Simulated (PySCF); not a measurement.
C6H11ClOSi.
Numbering: `[CH2:1]=[CH:2][CH2:3][C@@H:4]1[CH2:5][CH2:6][O:7][Si@H:8]1[Cl:9]` (hydrogens: H10, H11 on C1; H12 on C2; H13, H14 on C3; H15 on C4; H16, H17 on C5; H18, H19 on C6; H20 on Si8)

Cartesian coordinates in Å at the PBE0-D3(BJ)/def2-SVP level; atoms count from 1:
```xyz
20
C6H11ClOSi angstrom
C      3.368    0.223    0.078
C      2.123    0.677    0.223
C      0.993    0.423   -0.726
C     -0.192   -0.277   -0.063
C     -1.367   -0.592   -1.003
C     -2.601   -0.859   -0.142
O     -2.643    0.110    0.896
Si    -1.116    0.640    1.304
Cl    -0.550    0.013    3.191
H      4.144    0.441    0.815
H      3.655   -0.386   -0.786
H      1.883    1.276    1.113
H      0.649    1.386   -1.148
H      1.355   -0.176   -1.579
H      0.162   -1.217    0.399
H     -1.562    0.285   -1.647
H     -1.151   -1.442   -1.671
H     -3.533   -0.788   -0.724
H     -2.558   -1.874    0.297
H     -1.061    2.124    1.327
```

The calculation used TDDFT CAM-B3LYP/def2-SVPD, vertical, gas phase, core orbitals frozen in the response (PySCF 2.14.0, density-fitted response routines).

Transition dipole moments from the ground state, in atomic units and in the frame of the coordinates above (overall signs are arbitrary), for the states with f of 0.002 or more among the lowest 8:

```tsv
state	E (eV)	μx	μy	μz
S1	7.351	0.242	-0.386	0.110
S2	7.416	-1.617	0.183	0.137
S3	7.526	0.358	-0.305	-0.111
S4	7.649	-0.089	-0.125	-0.306
S6	7.891	-0.108	0.023	0.162
S7	7.958	0.012	0.184	-0.183
S8	8.036	-0.003	0.011	0.254
```

(1) What oscillator strength does each state have?

(2) Which bond between heavy atoms lies closest to the direction of the S2 transition dipole?

(3) What angle do the transition dipoles of S2 and S4 make?

(4) What peak molar absorption coefficient would the strongest computed level give as a lone Gaussian band 0.3 eV wide at half height?

Answers

(1) f = (2/3) ΔE |μ|² with ΔE in hartree (27.2114 eV).

```csv
state,|μ|² (au),|μ| (D),f
S1,0.220,1.19,0.040
S2,2.665,4.15,0.484
S3,0.233,1.23,0.043
S4,0.117,0.87,0.022
S6,0.038,0.50,0.007
S7,0.067,0.66,0.013
S8,0.065,0.65,0.013
```

(2) C1–C2, at 14° from it; next O7–Si8 at 32°.

(3) |cos θ| = |μa·μb| / (|μa| |μb|) = 0.14, so θ ≈ 82° (taken between 0 and 90°, since the signs are arbitrary).

(4) ε(max) = 2.175×10⁸ f / FWHM, with the width in cm⁻¹. S2: 2.175×10⁸ × 0.4843 / 2420 ≈ 44000 L mol⁻¹ cm⁻¹.

The vertical ionisation energy (ΔSCF) is 9.81 eV, 1.77 eV above S8.

One conformer stands for the species.
